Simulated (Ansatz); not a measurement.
Ansatz (an electronic-structure program) input (B3LYP-D3(BJ)/def2-TZVP):

Ansatz 0.2 input:
```yaml
crystal:
  periodic: [false, false, false]
  atoms:
    - {symbol: I, position_ang: [-0.00000000, -0.00000000, -1.66521061]}
    - {symbol: I, position_ang: [0.00000000, 0.00000000, 1.66521061]}
basis:
  gaussian:
    orbitals: def2-TZVP
hamiltonian:
  xc: b3lyp
  dispersion: d3bj
total_charge: -1
magnetization: {spin_polarized: true, initial_magnetization: 1}
phonons: {temperatures: {t_min: 298.15, t_max: 298.15, t_step: 100}}
```

Output:

```
Functional definition: B3LYP
integrals: 0.03 GiB planned
822 factors; their error is unknown
mean field: 0.43 GiB planned
mean field evaluation 1: about -16209.5393 eV, gradient 1.1e1 eV
mean field evaluation 2: about -16209.4129 eV, gradient 1.4e1 eV
mean field evaluation 4: about -16210.0436 eV, gradient 2.9e-1 eV
mean field evaluation 8: about -16210.5040 eV, gradient 7.0e-3 eV
mean field evaluation 16: about -16210.4039 eV, gradient 1.8e0 eV
mean field -16210.50403727 eV, -595.7250354953 hartree, gradient 8.7e-6 eV, S^2 0.752666; 1 other end points of the search recorded, 0 dependent functions left out
the calculation of the forces begins
reference -16210.50422423 eV, -595.7250423661 hartree; 26, 25 occupied and 74, 75 virtual orbitals, 822 factors
these checks for a lower state are left out or cut short: stability, starts, cluster_reference, orbital_swaps, neighbouring_geometries, increment
integrals: 0.03 GiB planned
822 factors; their error is unknown
mean field: 0.43 GiB planned
mean field -16210.50403729 eV, -595.7250354963 hartree, gradient 2.3e-6 eV, S^2 0.752666; 0 other end points of the search recorded, 0 dependent functions left out
the calculation of the forces begins
reference -16210.50422426 eV, -595.7250423671 hartree; 26, 25 occupied and 74, 75 virtual orbitals, 822 factors
these checks for a lower state are left out or cut short: stability, starts, cluster_reference, orbital_swaps, neighbouring_geometries, increment
integrals: 0.03 GiB planned
822 factors; their error is unknown
mean field: 0.43 GiB planned
mean field evaluation 32: about -16210.5040 eV, gradient 2.3e-6 eV
mean field -16210.50403729 eV, -595.7250354963 hartree, gradient 2.3e-6 eV, S^2 0.752666; 0 other end points of the search recorded, 0 dependent functions left out
the calculation of the forces begins
reference -16210.50422426 eV, -595.7250423671 hartree; 26, 25 occupied and 74, 75 virtual orbitals, 822 factors
these checks for a lower state are left out or cut short: stability, starts, cluster_reference, orbital_swaps, neighbouring_geometries, increment
integrals: 0.03 GiB planned
822 factors; their error is unknown
mean field: 0.43 GiB planned
mean field -16210.50403729 eV, -595.7250354963 hartree, gradient 2.3e-6 eV, S^2 0.752666; 0 other end points of the search recorded, 0 dependent functions left out
the calculation of the forces begins
reference -16210.50422426 eV, -595.7250423671 hartree; 26, 25 occupied and 74, 75 virtual orbitals, 822 factors
these checks for a lower state are left out or cut short: stability, starts, cluster_reference, orbital_swaps, neighbouring_geometries, increment
integrals: 0.03 GiB planned
822 factors; their error is unknown
mean field: 0.43 GiB planned
mean field -16210.50403729 eV, -595.7250354963 hartree, gradient 2.3e-6 eV, S^2 0.752666; 0 other end points of the search recorded, 0 dependent functions left out
the calculation of the forces begins
reference -16210.50422426 eV, -595.7250423671 hartree; 26, 25 occupied and 74, 75 virtual orbitals, 822 factors
these checks for a lower state are left out or cut short: stability, starts, cluster_reference, orbital_swaps, neighbouring_geometries, increment
integrals: 0.03 GiB planned
822 factors; their error is unknown
mean field: 0.43 GiB planned
mean field -16210.50395985 eV, -595.7250326501 hartree, gradient 3.0e-6 eV, S^2 0.752664; 0 other end points of the search recorded, 0 dependent functions left out
the calculation of the forces begins
reference -16210.50414677 eV, -595.7250395196 hartree; 26, 25 occupied and 74, 75 virtual orbitals, 822 factors
these checks for a lower state are left out or cut short: stability, starts, cluster_reference, orbital_swaps, neighbouring_geometries, increment
integrals: 0.03 GiB planned
822 factors; their error is unknown
mean field: 0.43 GiB planned
mean field evaluation 64: about -16210.5041 eV, gradient 3.0e-6 eV
mean field -16210.50410265 eV, -595.7250378981 hartree, gradient 3.0e-6 eV, S^2 0.752669; 0 other end points of the search recorded, 0 dependent functions left out
the calculation of the forces begins
reference -16210.50428965 eV, -595.7250447704 hartree; 26, 25 occupied and 74, 75 virtual orbitals, 822 factors
Total energy: -16210.60538341 eV, -595.7287598972 hartree
Atom 0 at    -0.000000    -0.000000    -1.665211 Å, force     0.000000    -0.000000     0.000008 eV/Å
Atom 1 at     0.000000     0.000000     1.665211 Å, force    -0.000000     0.000000    -0.000008 eV/Å
Dipole moment:    -0.000000     0.000000     0.000000 e Å
Vibrations: 91.72 cm⁻¹, zero-point energy 0.005686 eV
```
